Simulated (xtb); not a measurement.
B(H)(I)(OMe) (CH₄BIO), SMILES COBI. All values are semi-empirical tight-binding results from xtb (GFN2-xTB unless named), good for trends rather than for accurate numbers. The structure is a stationary point at GFN2-xTB. The values are those of a single conformer.

point group as xtb finds it: Cs
orbital gap: 4.90 eV
zero-point energy: 34.0 kcal/mol
G − E(el) at 298.15 K (modified RRHO): 15.0 kcal/mol
static polarisability (D4 model): 64.0 bohr³
solvation energy, GFN2-xTB/ALPB(water): -3.5 kcal/mol
solvation energy, GFN2-xTB/ALPB(acetonitrile): -6.4 kcal/mol
